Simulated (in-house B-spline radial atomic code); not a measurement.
Results of a calculation; reference values are marked as such.
Work functions and surface energies across electron densities: Be, Al, Sn, Pb, In, Cd, Cu, Ca, Sr, Ba, K

The positive ions are smeared into a uniform slab; the electrons are solved self-consistently in the LDA (PW92) on a fine grid across the film. Stabilised jellium adds, inside the slab, the constant potential −n de/dn that makes the bulk stable at the metal's density. No lattice, so no dependence on crystal face. Atomic units unless named.

Thick-film averages; measured work functions from the table in Wikipedia's article on work functions.

```tsv
metal	r_s (bohr)	Φ jellium (eV)	Φ stabilised (eV)	Φ measured (eV)	σ jellium (J/m²)	σ stabilised (J/m²)
Be	1.87	3.82	4.39	4.98	-1.561	1.090
Al	2.07	3.77	4.26	4.06 to 4.26	-0.608	0.922
Sn	2.22	3.72	4.15	4.42	-0.235	0.802
Pb	2.31	3.68	4.08	4.25	-0.091	0.736
In	2.41	3.64	4.00	4.09	0.022	0.668
Cd	2.59	3.56	3.86	4.08	0.143	0.562
Cu	2.67	3.52	3.79	4.53 to 5.10	0.174	0.521
Ca	3.27	3.23	3.36	2.87	0.220	0.304
Sr	3.54	3.10	3.19	about 2.59	0.202	0.243
Ba	3.7	3.03	3.09	2.52 to 2.70	0.188	0.214
K	4.9	2.57	2.51	2.29	0.103	0.092
```

Problem. Where do the two models part, and which lies nearer to measurement?

Solution. They differ by +0.57 eV for Be and -0.06 eV for K; the stabilising potential vanishes near r_s = 4.2, where jellium is in equilibrium. Against the middle of the measured ranges the mean absolute misses are 0.61 eV (jellium) and 0.39 eV (stabilised). The largest miss of the stabilised model is -1.02 eV, for Cu, a noble metal whose d shell the model lacks. Plain jellium has a negative surface energy for Be, Al, Sn, Pb.
